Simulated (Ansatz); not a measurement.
`OCO[SiH2]F` + `OBN([SiH3])[SiH3]` → `F[SiH2]N([SiH3])[SiH3]` + `OBOCO`  (redistribution)

Computed with Ansatz on PBE0-D4/def2-TZVP structures; ΔE is electronic, products minus reactants. CBS: MP2 limit from def2 TZ/QZ plus the TZ coupled-cluster correction, frozen cores. Functionals use def2-TZVPP. B3LYP here is the variant with VWN-RPA as its local correlation; programs differ in this. Each species was taken in one conformer, which may not be the lowest.

(1) Is it downhill or uphill in electronic energy at CCSD(T)/CBS, and by how much? (Best estimate.)

(2) What do these levels give: r2SCAN-D4, PBE0-D4, B3LYP-D4, ωB97X-V, B2PLYP, PBE, r2SCAN, B3LYP, SCS-MP2/def2-TZVPP, CCSD/def2-TZVPP, HF/def2-QZVPP, MP2/def2-QZVPP? (An estimate is asked.)

Largest T1 diagnostic among the species: 0.013.

Answers

(1) Ansatz gave: Uphill: ΔE = +9.9 kJ/mol.

(2) Computed: r2SCAN-D4 9.5, PBE0-D4 7.3, B3LYP-D4 9.9, ωB97X-V 9.9, B2PLYP 10.6, PBE 7.3, r2SCAN 9.6, B3LYP 10.5, SCS-MP2/def2-TZVPP 10.9, CCSD/def2-TZVPP 10.1, HF/def2-QZVPP 11.4, MP2/def2-QZVPP 10.5 kJ/mol.
